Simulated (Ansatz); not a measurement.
diboron dicarbonyl (C2B2O2), SMILES [O+]#C[B-]#[B-]C#[O+].

Coordinates come from a PBE0-D3(BJ)/def2-SVP optimisation.

Two levels are set side by side: PBE/def2-SVPD (Ansatz, a first-principles code) and CAM-B3LYP/def2-SVPD (Ansatz). Energy differences of separate SCF runs at the same geometry. Differences are taken from unrounded values.

```json
[
 {"quantity": "vertical singlet–triplet gap (eV)", "CAM-B3LYP": "0.61", "PBE": "1.19", "PBE minus CAM-B3LYP": "0.57"}
]
```
